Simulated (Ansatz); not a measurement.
Cd2TeF2 (the lowest singlet isomer of a short search). Charge 0, multiplicity 1. Geometry r2SCAN-D4/def2-SVP, basis def2-TZVP, Ansatz.

Cartesian coordinates in Å:
```
Cd 1.154 -0.958 0.968
Cd -1.077 1.225 -0.727
Te 0.441 1.519 1.375
F -2.204 1.015 -2.291
F 1.685 -2.800 0.675
```

```json
{"run": "A", "HOMO (eV)": "-6.43", "LUMO (eV)": "-3.06"}
{"run": "B", "HOMO (eV)": "-8.07", "LUMO (eV)": "-1.70"}
{"run": "C", "HOMO (eV)": "-6.48", "LUMO (eV)": "-2.98"}
{"run": "D", "HOMO (eV)": "-6.85", "LUMO (eV)": "-2.70"}
{"run": "E", "HOMO (eV)": "-6.15", "LUMO (eV)": "-3.06"}
{"run": "F", "HOMO (eV)": "-7.24", "LUMO (eV)": "-2.41"}
```

In the def2 sets Cd, Te take a core potential; there is no spin–orbit coupling. The structure comes from a short search, and lower isomers may exist.

Task: The runs used B97M-V, BHLYP, PBE0, r2SCAN, r2SCANh, revPBE. Estimate which is which.

Result: A B97M-V (0 % exact exchange); B BHLYP (50 % exact exchange); C r2SCAN (0 % exact exchange); D r2SCANh (10 % exact exchange); E revPBE (0 % exact exchange); F PBE0 (25 % exact exchange). Exact exchange lowers occupied and raises empty levels; among semilocal functionals meta-GGAs tend to open the gap a little, and such runs are hard to tell apart. The gap grows from 3.09 eV (revPBE) to 6.37 eV (BHLYP).
